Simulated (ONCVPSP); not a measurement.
## potassium (K): one change to an ONCV potential, before and after

| Item | Value |
| --- | --- |
| Element | K (Z = 19) |
| Generator | ONCVPSP 4.0.1 |
| Type | optimised norm-conserving Vanderbilt (ONCV) |
| Functional | PBEsol |
| Relativity | scalar-relativistic |
| Frozen core | [Ne] |
| Valence charge | 9 |
| Reference configuration | 3s2 3p6 4s1 |
| Partial waves | 3s+4s: rc 2.45 bohr, ncon 4, nbas 8, qcut 5.5 1/bohr, 2 projectors; 3p: rc 2.20 bohr, ncon 4, nbas 7, qcut 6.9 1/bohr, 2 projectors, debl 2.6 Ha; d scattering state at 0.02 Ha: rc 2.20 bohr, ncon 4, nbas 7, qcut 3.9 1/bohr, local |
| Local potential | the d channel |
| Core correction | none |

Change: all radii scaled by about 1.24 (s 3.04, p 2.72, d 2.72 bohr).

Cutoffs: the cutoffs (Ha) at which the residual kinetic energy of the hardest occupied pseudo-wave falls to 1 and 0.1 mHa per electron; they do not see the model core or the augmentation charge, which bear on the density cutoff. Errors are all-electron minus pseudo energies relative to the spin-unpolarised reference configuration.

Problem. Predict the effect on cutoff, ghosts and configuration errors.

Solution. The potential gets softer (13 Ha and 16 Ha → 11 Ha and 14 Ha); the bound ghost in p, s disappears; of the 4 tests that both files solve, the error grows in 1 and shrinks in 0 by more than 15 % and 0.3 meV (median size 6.8 → 8.3 meV). A larger radius leaves more room for a smooth pseudo-wave, so fewer plane waves are needed.

| quantity | base | changed |
| --- | --- | --- |
| cutoff, loose | 13 Ha | 11 Ha |
| cutoff, tight | 16 Ha | 14 Ha |
| loose cutoff by channel | s 4.6 Ha, p 13 Ha | s 5.3 Ha, p 11 Ha |
| bound ghosts | s, p | none |
| GHOST(+) flags under 300 eV | none | none |
| error for 3s2 3p6 4s0, meV [ΔE 4.22 eV] | -0.4 | -0.5 |
| error for 3s2 3p6 4s0.5, meV [ΔE 1.62 eV] | -0.1 | -0.2 |
| error for 3s2 3p6 4s0 4p1, meV [ΔE 1.52 eV] | -39 | -35 |
| error for 3s2 3p5 4s1, meV [ΔE 24.90 eV] | -13 | -16 |

 A true bound ghost makes a file unfit for plane-wave use even where its test errors are small: the radial tests pick states by their node count and pass the ghost by.
